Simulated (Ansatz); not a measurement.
Si₄O₈ (the lowest singlet isomer of a short search), 12 atoms. Hardware: 4 threads of Arm Neoverse V1 on a shared host.

Correlated methods freeze 28 core orbitals.

How many basis functions does each of these Ansatz runs have, and roughly what does it cost? PBE-D4/def2-TZVP, charge 1 doublet at the geometry of the charge 0 singlet, energy, from earlier orbitals; PBE0-D4/def2-TZVP, charge -1 doublet at the geometry of the charge 0 singlet, energy; PBE-D4/def2-TZVP, charge -1 doublet at the geometry of the charge 0 singlet, energy, from earlier orbitals; PBE-D4/def2-TZVP, charge 0 triplet at the geometry of the charge 0 singlet, energy, from earlier orbitals; PBE-D4/def2-SVP, charge 0 singlet, relaxation, 5 steps; r2SCAN-D4/def2-TZVP, charge 0 triplet at the geometry of the charge 0 singlet, energy, from earlier orbitals; HF/STO-3G, charge 0 singlet, energy; PBE0-D4/def2-TZVP, charge 1 doublet at the geometry of the charge 0 singlet, energy; PBE-D4/def2-TZVP, charge 0 singlet, energy and forces, from earlier orbitals; RPA@PBE/def2-SVP, charge 0 singlet, energy, from earlier orbitals; PBE0-D4/def2-SVP, charge 0 singlet, energy, from earlier orbitals; B3LYP-D4/def2-TZVP, charge 1 doublet at the geometry of the charge 0 singlet, energy, from earlier orbitals.

Other jobs shared the machine, so times can vary by a factor of up to 3. A dash marks memory too small to be measured apart from the calling script's.

```json
{"run": "HF/STO-3G, charge 0 singlet, energy", "functions": "76", "fitting or Cholesky vectors": "989", "wall time": "0.7 s", "peak host memory (GiB)": "–"}
{"run": "PBE0-D4/def2-SVP, charge 0 singlet, energy, from earlier orbitals", "functions": "184", "fitting or Cholesky vectors": "1675", "wall time": "4.4 s", "peak host memory (GiB)": "–"}
{"run": "RPA@PBE/def2-SVP, charge 0 singlet, energy, from earlier orbitals", "functions": "184", "fitting or Cholesky vectors": "1675", "wall time": "5.5 s", "peak host memory (GiB)": "–"}
{"run": "PBE-D4/def2-TZVP, charge 0 singlet, energy and forces, from earlier orbitals", "functions": "396", "fitting or Cholesky vectors": "2216", "wall time": "8.5 s", "peak host memory (GiB)": "0.89"}
{"run": "PBE-D4/def2-SVP, charge 0 singlet, relaxation, 5 steps", "functions": "184", "fitting or Cholesky vectors": "1928", "wall time": "11 s", "peak host memory (GiB)": "–"}
{"run": "PBE-D4/def2-TZVP, charge -1 doublet at the geometry of the charge 0 singlet, energy, from earlier orbitals", "functions": "396", "fitting or Cholesky vectors": "2216", "wall time": "15 s", "peak host memory (GiB)": "1"}
{"run": "PBE-D4/def2-TZVP, charge 1 doublet at the geometry of the charge 0 singlet, energy, from earlier orbitals", "functions": "396", "fitting or Cholesky vectors": "2216", "wall time": "19 s", "peak host memory (GiB)": "1.1"}
{"run": "PBE-D4/def2-TZVP, charge 0 triplet at the geometry of the charge 0 singlet, energy, from earlier orbitals", "functions": "396", "fitting or Cholesky vectors": "2216", "wall time": "30 s", "peak host memory (GiB)": "1.1"}
{"run": "PBE0-D4/def2-TZVP, charge -1 doublet at the geometry of the charge 0 singlet, energy", "functions": "396", "fitting or Cholesky vectors": "2486", "wall time": "34 s", "peak host memory (GiB)": "2.4"}
{"run": "B3LYP-D4/def2-TZVP, charge 1 doublet at the geometry of the charge 0 singlet, energy, from earlier orbitals", "functions": "396", "fitting or Cholesky vectors": "2486", "wall time": "59 s", "peak host memory (GiB)": "2.5"}
{"run": "r2SCAN-D4/def2-TZVP, charge 0 triplet at the geometry of the charge 0 singlet, energy, from earlier orbitals", "functions": "396", "fitting or Cholesky vectors": "2216", "wall time": "64 s", "peak host memory (GiB)": "1.2"}
{"run": "PBE0-D4/def2-TZVP, charge 1 doublet at the geometry of the charge 0 singlet, energy", "functions": "396", "fitting or Cholesky vectors": "2486", "wall time": "80 s", "peak host memory (GiB)": "2.6"}
```
